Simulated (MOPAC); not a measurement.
MOPAC input (MNDO):

```
MNDO 1SCF CHARGE=1 GEO-OK AUX(PRECISION=9) THREADS=1
BrGe

Ge   -0.00000000 1   -0.00000000 1   -1.16137475 1
Br    0.00000000 1    0.00000000 1    1.06182835 1
```

Output:

```
 *******************************************************************************
 **                                                                           **
 **                              MOPAC v23.2.5                                **
 **                                                                           **
 *******************************************************************************
 ** MOPAC's Digital Object Identifier: https://doi.org/10.5281/zenodo.6511958 **
 **                                                                           **
 ** Please cite the open-source release paper for use of this MOPAC version:  **
 ** J. E. Moussa and J. J. P. Stewart (2026)                                  **
 ** MOPAC: An open-source semiempirical molecular orbital program             **
 ** J. Open Source Softw., 11(119), 8025, https://doi.org/10.21105/joss.08025 **
 *******************************************************************************

                              MNDO CALCULATION RESULTS

 *******************************************************************************
 *  MNDO       - The MNDO Hamiltonian to be used
 *  GEO-OK     - OVERRIDE INTERATOMIC DISTANCE AND OTHER SAFETY CHECKS
 *
 *
 *
 *                 CHARGE ON SYSTEM = +1
 *
 *
 *
 *  1SCF       - DO 1 SCF AND THEN STOP
 *  AUX        - OUTPUT AUXILIARY INFORMATION
 *******************************************************************************
MNDO 1SCF CHARGE=1 GEO-OK AUX(PRECISION=9) THREADS=1
 BrGe

   ATOM   CHEMICAL          X               Y               Z
  NUMBER   SYMBOL      (ANGSTROMS)     (ANGSTROMS)     (ANGSTROMS)

     1      Ge         -0.00000000  *  -0.00000000  *  -1.16137475  *
     2      Br          0.00000000  *   0.00000000  *   1.06182835  *

          CARTESIAN COORDINATES

    NO.       ATOM           X           Y           Z

     1        Ge         -0.0000     -0.0000     -1.1614
     2        Br          0.0000      0.0000      1.0618

 Ge: (MNDO): M.J.S.DEWAR, G.L.GRADY, E.F.HEALY,ORGANOMETALLICS 6 186-189 (1987)
 Br: (MNDO): M.J.S.DEWAR, E.F. HEALY, J. COMP. CHEM., 4, 542, (1983)

           Empirical Formula: Ge Br  =     2 atoms

      MOLECULAR POINT GROUP   :   C*v

      RHF CALCULATION, NO. OF DOUBLY OCCUPIED LEVELS = 5

 -------------------------------------------------------------------------------
 MNDO 1SCF CHARGE=1 GEO-OK AUX(PRECISION=9) THREADS=1
 BrGe

     1SCF WAS SPECIFIED, SO BFGS WAS NOT USED
     SCF FIELD WAS ACHIEVED

                              MNDO CALCULATION
                                                       MOPAC v23.2.5 Linux

          FINAL HEAT OF FORMATION =        196.17369 KCAL/MOL =     820.79071 KJ/MOL

          COSMO AREA              =         99.47 SQUARE ANGSTROMS
          COSMO VOLUME            =         87.94 CUBIC ANGSTROMS

          IONIZATION POTENTIAL    =         15.830117 EV
          HOMO LUMO ENERGIES (EV) =        -15.830 -6.528
          NO. OF FILLED LEVELS    =          5
          MOLECULAR WEIGHT        =        152.4940         POINT GROUP:  C*v

          MOLECULAR DIMENSIONS (Angstroms)

            Atom       Atom       Distance
           Br     2   Ge     1     2.22320
           Br     2   Ge     1     0.00000
           Ge     1   Br     2     0.00000

          SCF CALCULATIONS        =          1

   ATOM   CHEMICAL          X               Y               Z
  NUMBER   SYMBOL      (ANGSTROMS)     (ANGSTROMS)     (ANGSTROMS)

     1      Ge         -0.00000000  *  -0.00000000  *  -1.16137475  *
     2      Br          0.00000000  *   0.00000000  *   1.06182835  *

                             CARTESIAN COORDINATES

   1   Ge       -0.000000000    -0.000000000    -1.161374750
   2   Br        0.000000000     0.000000000     1.061828350

           Empirical Formula: Ge Br  =     2 atoms

      MOLECULAR POINT GROUP   :   C*v

                  EIGENVALUES
 -29.82646 -19.76078 -16.50807 -16.50807 -15.83012  -6.52842  -6.52842  -5.47286

              NET ATOMIC CHARGES AND DIPOLE CONTRIBUTIONS

  ATOM NO.   TYPE          CHARGE      No. of ELECS.   s-Pop       p-Pop
    1         Ge           1.478015        2.5220     1.94176     0.58022
    2         Br          -0.478015        7.4780     1.99570     5.48231
 DIPOLE           X         Y         Z       TOTAL
 POINT-CHG.     0.000     0.000   -10.700    10.700
 HYBRID        -0.000     0.000     1.781     1.781
 SUM           -0.000     0.000    -8.919     8.919

          ATOMIC ORBITAL ELECTRON POPULATIONS

     Atom    s        px        py        pz
    1 Ge   1.94176   0.05785   0.05785   0.46451
    2 Br   1.99570   1.94215   1.94215   1.59802

 **********************
 *                    *
 * JOB ENDED NORMALLY *
 *                    *
 **********************

 == MOPAC DONE ==
```

The dipole moment of an ion depends on the origin.
